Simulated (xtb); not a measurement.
SeHBr, SMILES [SeH]Br. All values are semi-empirical tight-binding results from xtb (GFN2-xTB unless named), good for trends rather than for accurate numbers. Geometry optimised at GFN2-xTB.

Optimised geometry:

```xyz
3

Se     0.0439     1.1370     0.0000
H     -1.4095     1.2702     0.0000
Br    -0.0024    -1.1408     0.0000
```

| Property | Value |
|---|---|
| point group as xtb finds it | Cs |
| orbital gap | 2.75 eV |
| zero-point energy | 4.3 kcal/mol |
| G − E(el) at 298.15 K (modified RRHO) | -12.7 kcal/mol |
| static polarisability (D4 model) | 50.9 bohr³ |
| solvation energy, GFN2-xTB/ALPB(water) | -0.1 kcal/mol |
| solvation energy, GFN2-xTB/ALPB(hexane) | -1.7 kcal/mol |

**Question.** Give the atomic charges and the Wiberg bond orders between heavy atoms. (The exact figures need the calculation; the answer reports its results.)

**Answer.** charges (e) Se1 -0.07, H2 0.12, Br3 -0.05. Bond orders Se1–Br3 1.34.
